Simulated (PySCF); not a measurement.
**Sb (antimony, neutral) across methods**

[Kr] 4d10 5s2 5p2 6s1, high-spin 4P determinant (an excited configuration). Computed with PySCF 2.14 in aug-cc-pVDZ-PP with ECP28MDF (5s4p3d, 32 functions), with scalar relativity through the core potential.

```
 method  E (hartree)  mean ε 5s β (eV)  mean ε 5p α (eV)  mean ε 6s α (eV)  Σ⟨r²⟩ (bohr²)   ⟨S²⟩
    PBE    -239.9937           -14.948            -7.805            -1.704          82.53  3.752
    LDA    -239.6209           -15.401            -7.880            -1.782          82.14  3.751
r2SCAN0    -240.0555           -16.010            -9.221            -2.047          82.82  3.755
    UHF   -239.05957           -17.449           -11.587            -2.823          84.40  3.759
   BLYP    -239.9527           -15.049            -7.513            -1.479          82.46  3.751
   PBE0    -240.0039           -15.873            -8.918            -2.072          82.80  3.753
 r2SCAN    -240.0822           -15.094            -8.236            -1.689          82.77  3.754
```

Energies and moments cover only the electrons outside the core potential. The outer electron is Rydberg-like, and this basis confines it to a smaller radius and binds it less than a complete one would.
